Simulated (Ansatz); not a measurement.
Program: Ansatz. Geometries: PBE0-D4/def2-TZVP. ΔE: electronic, gas phase. CBS: MP2 limit from def2 TZ/QZ plus the TZ coupled-cluster correction, frozen cores. This one scheme is used for every species. DFT in def2-TZVPP. def2 core potentials past Kr. For Ta outer-core shells are correlated without core-valence functions, which leaves a few kJ/mol of doubt a bond. Each species was taken in one conformer, which may not be the lowest.

Reaction (formal exchange of groups at a Ta–O bond): `[OH][Ta](=[S])([Cl])[Cl]` + CH₄ → `[CH3][Ta](=[S])([Cl])[Cl]` + H₂O

(1) Is it downhill or uphill in electronic energy at CCSD(T)/CBS, and by how much? (Best estimate.)

(2) What do these levels give: B97M-V, ωB97M-V, PBE, CAM-B3LYP, MP2/def2-QZVPP, HF/CBS(def2)? (Estimate.)

(3) What do rigid-rotor, harmonic-oscillator terms from PBE0-D4/def2-TZVP frequencies (298.15 K, 1 bar) make of the CCSD(T)/CBS value? (Best estimate.)

Largest T1 diagnostic among the species: 0.020.

## Answers

(1) The calculation gave: Uphill: ΔE = +151.6 kJ/mol.

(2) Ansatz gave: B97M-V 168.6, ωB97M-V 160.6, PBE 160.9, CAM-B3LYP 171.5, MP2/def2-QZVPP 151.6, HF/CBS(def2) 168.7 kJ/mol.

(3) Computed: ΔZPE = -4.6 kJ/mol, ΔH = +148.9 kJ/mol, ΔS = 18 J/(mol·K), ΔG = +143.6 kJ/mol.

Leaving LDA and LC-ωPBE aside and taking each functional with its dispersion term where it has one, the values, not all of them listed here, spread over 13.3 kJ/mol, from HSE06-D4 to CAM-B3LYP-D4. From r2SCAN to r2SCAN0 (25 % exact exchange), in def2-TZVPP and without D4, ΔE moves by −4.3 kJ/mol. In def2-TZVPP, CCSD(T) changes the Hartree–Fock value by −14.9 kJ/mol (the triples alone add +0.1 kJ/mol) and MP2 by −15.9 kJ/mol.
